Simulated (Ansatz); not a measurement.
Calculated with Ansatz (gas phase, PBE0-D4/def2-TZVP geometries, no zero-point term in ΔE). CBS: MP2 limit from def2 TZ/QZ plus the TZ coupled-cluster correction, frozen cores. DFT in def2-TZVPP. B3LYP here is the variant with VWN-RPA as its local correlation; programs differ in this. Elements past krypton have def2 core potentials. For I outer-core shells are correlated without core-valence functions, which leaves a few kJ/mol of doubt a bond. Each species was taken in one conformer, which may not be the lowest.

Consider the redistribution: `F[CH2][AlH][F]` + `C[Si](F)(F)I` → `[CH3][AlH][CH2]F` + `F[Si](F)(F)I`.

`F[CH2][AlH][F]`:

Z-matrix (Å, degrees):
```
C
Al 1 1.974
F 1 1.392 2 112.9
H 1 1.099 2 111.0 3 121.4
H 1 1.099 2 111.1 3 -121.4
F 2 1.646 1 119.6 3 0.1
H 2 1.578 1 122.4 3 -180.0
```

`C[Si](F)(F)I`:

Z-matrix (Å, degrees):
```
C
Si 1 1.836
H 1 1.091 2 110.4
H 1 1.093 2 109.7 3 120.0
H 1 1.091 2 110.4 3 -120.1
F 2 1.585 1 110.5 3 -178.8
F 2 1.585 1 110.5 3 -61.3
I 2 2.419 1 113.1 3 59.9
```

`[CH3][AlH][CH2]F`:

Cartesian coordinates in Å:
```
C 0.532 1.137 1.193
Al 0.636 0.007 -0.395
C -0.938 -1.098 -0.884
F -0.724 -1.859 -2.039
H 0.705 2.187 0.932
H -0.428 1.076 1.711
H 1.316 0.870 1.910
H 1.943 -0.048 -1.295
H -1.830 -0.480 -1.055
H -1.213 -1.792 -0.077
```

`F[Si](F)(F)I`:

```xyz
5

F     0.551   -1.480   -0.387
Si    0.137   -0.007   -0.034
F     0.454    0.899   -1.276
F     1.032    0.476    1.162
I    -2.175    0.112    0.535
```

| level | ΔE (kJ/mol) |
| --- | --- |
| BLYP-D4 | 65.8 |
| B3LYP | 61.3 |
| CCSD(T)/def2-TZVPP | 59.7 |
| CCSD/CBS(def2) | 60.5 |

(1) What does CCSD(T)/CBS give? (Best estimate.)

(2) What do rigid-rotor, harmonic-oscillator terms from PBE0-D4/def2-TZVP frequencies (298.15 K, 1 bar) make of the CCSD(T)/CBS value? (Best estimate.)

Largest T1 diagnostic among the species: 0.012.

Answers

(1) Ansatz gave: +61.0 kJ/mol. The listed levels differ from it by 4.8, 0.3, -1.3, -0.5 kJ/mol.

(2) Computed: ΔZPE = -3.2 kJ/mol, ΔH = +58.4 kJ/mol, ΔS = 0 J/(mol·K), ΔG = +58.4 kJ/mol. Modes under 50 cm⁻¹ make the entropy rough.

Leaving LDA and LC-ωPBE aside and taking each functional with its dispersion term where it has one, the values, not all of them listed here, spread over 8.9 kJ/mol, from B97M-V to BLYP-D4. At CCSD(T), def2-SVP lies +15.6 kJ/mol from the extrapolated value and def2-TZVPP −1.3 kJ/mol. In def2-TZVPP, CCSD(T) changes the Hartree–Fock value by +3.2 kJ/mol (the triples alone add +0.5 kJ/mol) and MP2 by +6.7 kJ/mol.
